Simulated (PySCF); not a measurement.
**`CC(=O)[C@H](C)C[AsH2]`, C5H11AsO**

Geometry:
```json
{"atom": "C1", "x (Å)": "-2.071", "y (Å)": "0.985", "z (Å)": "0.674"}
{"atom": "C2", "x (Å)": "-0.668", "y (Å)": "0.439", "z (Å)": "0.721"}
{"atom": "O3", "x (Å)": "0.072", "y (Å)": "0.672", "z (Å)": "1.648"}
{"atom": "C4", "x (Å)": "-0.226", "y (Å)": "-0.435", "z (Å)": "-0.445"}
{"atom": "C5", "x (Å)": "-0.690", "y (Å)": "-1.874", "z (Å)": "-0.192"}
{"atom": "C6", "x (Å)": "1.276", "y (Å)": "-0.335", "z (Å)": "-0.698"}
{"atom": "As7", "x (Å)": "2.420", "y (Å)": "-0.894", "z (Å)": "0.841"}
{"atom": "H8", "x (Å)": "-2.333", "y (Å)": "1.434", "z (Å)": "1.640"}
{"atom": "H9", "x (Å)": "-2.130", "y (Å)": "1.754", "z (Å)": "-0.114"}
{"atom": "H10", "x (Å)": "-2.795", "y (Å)": "0.200", "z (Å)": "0.408"}
{"atom": "H11", "x (Å)": "-0.754", "y (Å)": "-0.069", "z (Å)": "-1.345"}
{"atom": "H12", "x (Å)": "-1.781", "y (Å)": "-1.938", "z (Å)": "-0.063"}
{"atom": "H13", "x (Å)": "-0.416", "y (Å)": "-2.515", "z (Å)": "-1.043"}
{"atom": "H14", "x (Å)": "-0.214", "y (Å)": "-2.285", "z (Å)": "0.711"}
{"atom": "H15", "x (Å)": "1.549", "y (Å)": "0.686", "z (Å)": "-1.001"}
{"atom": "H16", "x (Å)": "1.540", "y (Å)": "-1.002", "z (Å)": "-1.532"}
{"atom": "H17", "x (Å)": "3.661", "y (Å)": "-1.098", "z (Å)": "-0.037"}
{"atom": "H18", "x (Å)": "2.873", "y (Å)": "0.496", "z (Å)": "1.256"}
```

Computed, not measured: quadratic response B3LYP/def2-SVPD first hyperpolarisability, Taylor convention, gas phase (PySCF). Geometry: PBE0-D3(BJ)/def2-SVP.

The calculation is non-relativistic, which matters for the atoms heavier than Zn.

(1) Give the tensor of the second harmonic β(−2ω;ω,ω) at 1064 nm in the axes of these coordinates.

Results:

(1) In au, Taylor convention; rows are the first index (the induced dipole):
```
       xx     yy     zz     xy     xz     yz
x  -123.2  -20.6  -33.8  +62.7   -6.4  +19.3
y   +62.8  +35.3  +15.5  -22.3  +21.1  -38.6
z    -8.6  -38.8  -73.5  +20.6  -35.9  +14.5
```
Norm of βᵢ = ⅓ Σⱼ (βᵢⱼⱼ + βⱼᵢⱼ + βⱼⱼᵢ): 243.8 au, hyper-Rayleigh value 94.6 au.
